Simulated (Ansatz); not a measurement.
A structure relaxed at PBE0-D4/def2-TZVP, charge 0, multiplicity 1:

```xyz
11

O     2.8752   -0.9307   -0.4637
C     2.0853   -0.1736    0.0147
C     0.6111   -0.4998    0.1624
Cl    0.3863   -0.8285    1.9305
O    -0.1274    0.5676   -0.2594
Si   -1.7938    0.6030   -0.3298
H     2.3553    0.8334    0.3905
H     0.3646   -1.4361   -0.3441
H    -2.2764   -0.7067   -0.8390
H    -2.3703    0.8721    1.0074
H    -2.1098    1.6994   -1.2694
```

(1) Give its formula and SMILES.

(2) Summarise the bond lengths by kind.

## Answers

(1) C2H5ClO2Si, `O=CC(Cl)O[SiH3]`.

(2) 2 × C–O 1.194 to 1.365 Å; 1 × C–C 1.517 Å; 2 × C–H 1.093 to 1.108 Å; 1 × C–Cl 1.812 Å; 1 × O–Si 1.668 Å; 3 × H–Si 1.478 to 1.486 Å.

Program: Ansatz 0.2.0.
